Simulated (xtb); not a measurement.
H3B3Cl2N3, doublet, at a GFN2-xTB geometry; xtb with GFN2-xTB.

The xtb input:
```
$ xtb coord --gfn 2 --uhf 1 --json

# file coord
$coord
     -5.1250128768       1.6031001194       0.6949551538  cl
     -2.3366407028       0.0143257870       0.0162989445  b
     -2.3706707019      -2.4540953829      -1.0188762458  n
     -0.1173504239      -3.7913192002      -1.5896687776  b
      2.2152368920      -2.5676093981      -1.0866830395  n
      2.3339491281      -0.1012843692      -0.0527599629  b
      5.2163293754       1.3471230153       0.5420490227  cl
      0.0361574339       1.1681625309       0.4898008921  n
     -4.0690966762      -3.2592514463      -1.3491015964  h
      3.8612574538      -3.4555498656      -1.4663590835  h
      0.0906036371       2.9271925701       1.2273476382  h
$end
```

Task: Predict the main parts of the log of this xtb run.

Result: 
```
   ID    Z sym.   atoms
    1   17 cl     1, 7
    2    5 b      2, 4, 6
    3    7 n      3, 5, 8
    4    1 h      9-11

           -------------------------------------------------
          |                Calculation Setup                |
           -------------------------------------------------

           -------------------------------------------------
          |                 G F N 2 - x T B                 |
           -------------------------------------------------

          ...................................................
          :                      SETUP                      :
          :.................................................:
          :  # basis functions                  47          :
          :  # atomic orbitals                  45          :
          :  # shells                           21          :
          :  # electrons                        41          :
          :  max. iterations                   250          :
          :  Hamiltonian                  GFN2-xTB          :
          :  restarted?                      false          :
          :  GBSA solvation                  false          :
          :  PC potential                    false          :
          :  electronic temp.          300.0000000     K    :
          :  accuracy                    1.0000000          :
          :  -> integral cutoff          0.2500000E+02      :
          :  -> integral neglect         0.1000000E-07      :
          :  -> SCF convergence          0.1000000E-05 Eh   :
          :  -> wf. convergence          0.1000000E-03 e    :
          :  Broyden damping             0.4000000          :
          :  net charge                          0          :
          :  unpaired electrons                  1          :
          ...................................................

 iter      E             dE          RMSdq      gap      omega  full diag
   1    -23.2748044 -0.232748E+02  0.923E+00    2.08       0.0  T
   2    -23.4092842 -0.134480E+00  0.585E+00    0.88       1.0  T
   3    -23.3909636  0.183206E-01  0.256E+00    2.66       1.0  T
   4    -23.4449832 -0.540196E-01  0.764E-01    2.19       1.0  T
   5    -23.4498913 -0.490817E-02  0.390E-01    2.46       1.0  T
   6    -23.4498725  0.188204E-04  0.176E-01    2.45       1.0  T
   7    -23.4500222 -0.149721E-03  0.982E-02    2.41       1.0  T
   8    -23.4500789 -0.566761E-04  0.665E-02    2.43       1.0  T
[...]
         :: total energy             -23.274592618667 Eh    ::
[...]
     6   5 b        2.530     0.389    17.035     7.130
     7  17 cl       0.847    -0.301   108.725    15.952
     8   7 n        2.567    -0.321    28.281     7.898
     9   1 h        0.860     0.182     1.205     1.719
    10   1 h        0.860     0.182     1.205     1.719
    11   1 h        0.860     0.189     1.162     1.689

 Mol. C6AA /au·bohr⁶  :       2939.200460
 Mol. C8AA /au·bohr⁸  :      96383.952550
 Mol. α(0) /au        :         87.915551

Wiberg/Mayer (AO) data.
largest (>0.10) Wiberg bond orders for each atom

 ---------------------------------------------------------------------------
     #   Z sym  total        # sym  WBO       # sym  WBO       # sym  WBO
 ---------------------------------------------------------------------------
     1  17 cl   1.077 --     2 b    0.970
     2   5 b    3.454 --     3 n    1.208     8 n    1.187     1 cl   0.970
     3   7 n    3.474 --     4 b    1.212     2 b    1.208     9 h    0.941
     4   5 b    2.577 --     3 n    1.212     5 n    1.212
     5   7 n    3.474 --     4 b    1.212     6 b    1.208    10 h    0.941
     6   5 b    3.454 --     5 n    1.208     8 n    1.187     7 cl   0.970
     7  17 cl   1.077 --     6 b    0.970
     8   7 n    3.468 --     6 b    1.187     2 b    1.187    11 h    0.939
     9   1 h    0.967 --     3 n    0.941
    10   1 h    0.967 --     5 n    0.941
    11   1 h    0.964 --     8 n    0.939
 ---------------------------------------------------------------------------

Topologies differ in total number of bonds
Writing topology from bond orders to xtbtopo.mol

molecular dipole:
                 x           y           z       tot (Debye)
 q only:       -0.037      -1.202      -0.504
   full:       -0.027      -0.865      -0.363       2.386
molecular quadrupole (traceless):
                xx          xy          yy          xz          yz          zz
 q only:      -11.173       0.491       7.481       0.268       1.926       3.692
  q+dip:      -11.445       0.470       6.856       0.266       1.151       4.589
   full:      -11.753       0.446       6.101       0.263       0.226       5.652

           -------------------------------------------------
          | TOTAL ENERGY              -23.274592618667 Eh   |
          | GRADIENT NORM               0.000033747669 Eh/α |
          | HOMO-LUMO GAP               2.416239176009 eV   |
           -------------------------------------------------

normal termination of xtb
```
